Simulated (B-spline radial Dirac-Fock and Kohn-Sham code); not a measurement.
## What relativity does to the binding energies of Au¹⁰⁺

System: the Au¹⁰⁺ ion, configuration [Xe] 4f14 5d1.

Both columns are ΔSCF binding energies of the configuration average from a B-spline atomic structure program: non-relativistic Hartree-Fock with a point nucleus, and Dirac-Fock with a finite nucleus and the Coulomb interaction alone, averaged over the two j levels with weights 2j+1.

```
shell  Hartree-Fock (eV)  Dirac-Fock (eV)  shift (eV)  shift (%)
   1s            73759.2          81346.9    +7587.69     +10.29
   2s            12573.8          14609.2    +2035.38     +16.19
   2p            12072.9          12757.7     +684.78      +5.67
   3s             3126.3           3635.2     +508.90     +16.28
   3p             2890.4           3082.5     +192.07      +6.65
   3d             2454.9           2434.5      -20.41      -0.83
   4s              830.3            958.4     +128.16     +15.44
   4p              727.3            772.7      +45.41      +6.24
   4d              538.6            532.2       -6.40      -1.19
   4f              285.0            269.6      -15.40      -5.40
   5s              264.4            291.0      +26.65     +10.08
   5p              225.0            232.9       +7.90      +3.51
   5d              167.9            165.7       -2.17      -1.29
```

Relativity binds 1s, 2s, 2p, 3s, 3p, 4s, 4p, 5s, 5p more strongly, among those listed most of all 3s in relative terms, and 3d, 4d, 4f, 5d more weakly, because the contracted s and p shells screen the nucleus better.

Values without a named source are computed, but for edge energies of neutral atoms, which are taken from tables.
